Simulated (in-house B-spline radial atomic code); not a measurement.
A calculation on Co VII (Co6+) (an excited or competing configuration): its settings, and results tabulated from the run. Computed with a radial B-spline atomic code at the basis-set limit: scalar-relativistic (X2C) PBE0, spin-polarised, spherical fractional occupations, exact exchange averaged over the configuration, Fermi nucleus of rms radius 3.7875 fm.

Command:
```bash
python run_scf.py task.json out
```
Settings (nuclear radius in fm, mass in u):
```
Z                27
configuration    [Ar] 3d2 4s1
hamiltonian      x2c
method           pbe0
spin_polarised   True
nucleus          fermi
rms_radius       3.7875
atomic_mass      58.93319
speed_of_light   137.035999084
exact_exchange   averaged over the configuration
```

Output (hartree, bohr):
```
 radial grid: 67 intervals, B-splines of order 8, outer radius 15.5224 bohr

 iter        energy (Eh)    residual
    1       -1367.617724    9.18e-01
    2       -1378.716484    3.75e-01
    3       -1380.402186    1.24e-01
    4       -1380.600178    3.90e-02
    5       -1380.619139    1.46e-02
    6       -1380.622615    4.88e-04
    7       -1380.622618    4.74e-05
    8       -1380.622618    2.84e-06
    9       -1380.622618    8.10e-08

 total energy                     -1380.62262
 kinetic                            1401.6998
 electron-nucleus                  -3211.5996
 Hartree                             484.5252
 exact exchange                      -13.4446
 exchange-correlation                -41.8033

 orbital      occ     eigenvalue          <r>       <r^2>       <1/r>       r_max
 1s up      1.000      -285.3978    0.0558682  0.00421101     27.4239     0.03642
 1s down    1.000      -285.3903    0.0558687  0.00421104     27.4235     0.03642
 2s up      1.000       -38.6896     0.254808   0.0766766     5.88375       0.213
 2s down    1.000       -38.6092     0.254482   0.0764628     5.89132      0.2129
 2p up      3.000       -33.8078     0.224773   0.0620146     5.70879      0.1721
 2p down    3.000       -33.7420     0.224348   0.0617497     5.71687       0.172
 3s up      1.000        -8.5211     0.729259    0.608372     1.95907      0.6508
 3s down    1.000        -8.3583     0.731858    0.612645     1.94817      0.6522
 3p up      3.000        -7.0454     0.747569    0.648971     1.83437       0.653
 3p down    3.000        -6.8775     0.750049    0.653065      1.8249      0.6545
 3d up      2.000        -4.7937     0.758181    0.689034     1.62549      0.5944
 4s up      1.000        -2.9708       1.7291     3.34891    0.788315        1.62
```

Time taken, with all properties: 0.33 s on 1 thread of Arm Neoverse N1 (shared host).

One-electron X2C: radii and densities carry no picture-change correction, so inner-shell <1/r> comes out high (for 1s by about 2 % at Z = 33, 5 % at 54, 10 % at 75, 30 % at 118) and <r> low.
